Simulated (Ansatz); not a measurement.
Two members of one family (Dimethylphenylsulfonium salts), computed with Ansatz in the gas phase. The two geometries come from different levels. A negative affinity means that the extra electron isn't bound at that geometry and level; within about 0.2 eV of zero the sign isn't settled. Binding counts from free atoms in the multiplicity of their measured ground term, without zero-point energy. Sets without diffuse functions give affinities that are too small. A dash marks a value that wasn't run or was left out as unsound. The structures are stationary points that may keep the symmetry of their start. Remarks come from the PBE and PBE0 runs and from stability tests at other levels; not every state was tested. A HOMO above zero means that the electron is unbound at that level and held by the basis, or that self-interaction error raises the level; the energy of removing that electron tells which. HOMO above LUMO (over both spins in singlets and doublets, within one spin in higher multiplets; at PBE or PBE0), or a gap under 0.15 eV within one spin, warns that the state may not be the lowest or that an electron is smeared out.

First: dimethylphenylsulfonium dicyanamide (singlet, charge 0, PBE-D4/def2-SVP geometry).

```
atom    x (Å)    y (Å)    z (Å)
  C1  -1.1069  -0.1175  -2.0828
  S2   0.0482   0.8573  -1.0711
  C3   1.5476   0.7236  -2.1338
  C4   0.5006  -0.2244   0.2861
  C5   0.6752   0.3933   1.5355
  C6   1.0149  -0.4046   2.6378
  C7   1.1798  -1.7890   2.4867
  C8   1.0026  -2.3907   1.2278
  C9   0.6596  -1.6123   0.1155
 H10  -1.8769  -0.4792  -1.3773
 H11  -1.5689   0.6068  -2.7803
 H12  -0.5777  -0.9351  -2.6042
 H13   1.3224   1.2631  -3.0742
 H14   2.3647   1.2367  -1.5950
 H15   1.8118  -0.3331  -2.3308
 H16   0.5054   1.4705   1.6690
 H17   1.1203   0.0685   3.6252
 H18   1.4377  -2.4094   3.3576
 H19   1.1245  -3.4788   1.1114
 H20   0.5107  -2.0915  -0.8633
 N21  -2.8166   2.7105  -1.7736
 C22  -2.6112   2.1476  -0.7489
 N23  -2.2763   1.3305   0.2320
 C24  -2.1155   1.6547   1.4983
 N25  -1.8759   1.8025   2.6521
```

```json
{"level": "PBE-D4/def2-SVP", "HOMO (eV)": "-4.57", "LUMO (eV)": "-2.68", "gap (eV)": "1.89", "vertical IE (eV)": "7.47", "vertical EA (eV)": "0.42", "vertical triplet (eV)": "3.27", "binding per atom (eV)": "4.87"}
{"level": "PBE-D4/def2-TZVP", "HOMO (eV)": "-4.89", "LUMO (eV)": "-2.82", "gap (eV)": "2.07", "vertical IE (eV)": "–", "vertical EA (eV)": "–", "vertical triplet (eV)": "–", "binding per atom (eV)": "4.83"}
{"level": "r2SCAN-D4/def2-TZVP", "HOMO (eV)": "-5.08", "LUMO (eV)": "-2.70", "gap (eV)": "2.38", "vertical IE (eV)": "–", "vertical EA (eV)": "–", "vertical triplet (eV)": "–", "binding per atom (eV)": "4.64"}
{"level": "B3LYP-D4/6-31G", "HOMO (eV)": "-5.20", "LUMO (eV)": "-1.66", "gap (eV)": "3.53", "vertical IE (eV)": "–", "vertical EA (eV)": "–", "vertical triplet (eV)": "–", "binding per atom (eV)": "4.43"}
{"level": "PBE0-D4/def2-SVP", "HOMO (eV)": "-5.70", "LUMO (eV)": "-1.88", "gap (eV)": "3.82", "vertical IE (eV)": "7.61", "vertical EA (eV)": "0.36", "vertical triplet (eV)": "3.67", "binding per atom (eV)": "4.73"}
```

Remarks: HOMO above zero (-1 doublet), gap within one spin near zero at PBE or PBE0 (triplet).

Second: dimethylphenylsulfonium mesylate (singlet, charge 0, PBE0-D4/def2-SVP geometry).

Cartesian coordinates in Å:
```
C -1.518 -3.488 -0.988
S -0.988 -1.916 -0.329
O -1.931 -0.907 -0.893
O -1.020 -2.040 1.131
O 0.394 -1.726 -0.898
H -1.494 -3.437 -2.084
H -0.830 -4.261 -0.622
H -2.537 -3.679 -0.630
C 2.141 2.190 -1.246
S 1.388 0.543 -1.108
C 0.075 0.708 -2.325
C 0.627 0.706 0.491
C 1.271 0.043 1.532
C 0.730 0.124 2.809
C -0.448 0.835 3.025
C -1.092 1.471 1.966
C -0.557 1.410 0.683
H 2.937 2.249 -0.491
H 2.580 2.275 -2.250
H 1.401 2.983 -1.075
H 0.457 0.239 -3.240
H -0.797 0.134 -1.940
H -0.152 1.770 -2.490
H 2.152 -0.568 1.333
H 1.213 -0.405 3.634
H -0.886 0.872 4.026
H -2.032 1.998 2.129
H -1.084 1.876 -0.151
```

Problem. Estimate how these quantities change from the first to the second (second minus first).

Solution. 
```json
{"level": "PBE-D4/def2-SVP", "Δ HOMO (eV)": "0.13", "Δ LUMO (eV)": "0.86", "Δ gap (eV)": "0.73", "Δ vertical IE (eV)": "0.15", "Δ vertical EA (eV)": "-0.89", "Δ vertical triplet (eV)": "0.53", "Δ binding per atom (eV)": "-0.43"}
{"level": "PBE-D4/def2-TZVP", "Δ HOMO (eV)": "0.00", "Δ LUMO (eV)": "0.85", "Δ gap (eV)": "0.85", "Δ vertical IE (eV)": "–", "Δ vertical EA (eV)": "–", "Δ vertical triplet (eV)": "–", "Δ binding per atom (eV)": "-0.36"}
{"level": "r2SCAN-D4/def2-TZVP", "Δ HOMO (eV)": "-0.12", "Δ LUMO (eV)": "0.88", "Δ gap (eV)": "1.00", "Δ vertical IE (eV)": "–", "Δ vertical EA (eV)": "–", "Δ vertical triplet (eV)": "–", "Δ binding per atom (eV)": "-0.30"}
{"level": "B3LYP-D4/6-31G", "Δ HOMO (eV)": "-0.76", "Δ LUMO (eV)": "0.89", "Δ gap (eV)": "1.65", "Δ vertical IE (eV)": "–", "Δ vertical EA (eV)": "–", "Δ vertical triplet (eV)": "–", "Δ binding per atom (eV)": "-0.56"}
{"level": "PBE0-D4/def2-SVP", "Δ HOMO (eV)": "-0.36", "Δ LUMO (eV)": "0.91", "Δ gap (eV)": "1.27", "Δ vertical IE (eV)": "0.52", "Δ vertical EA (eV)": "-0.92", "Δ vertical triplet (eV)": "0.42", "Δ binding per atom (eV)": "-0.40"}
```

Remarks: gap within one spin near zero at PBE or PBE0 (+1 doublet), HOMO above zero (-1 doublet), gap within one spin near zero at PBE or PBE0 (triplet).
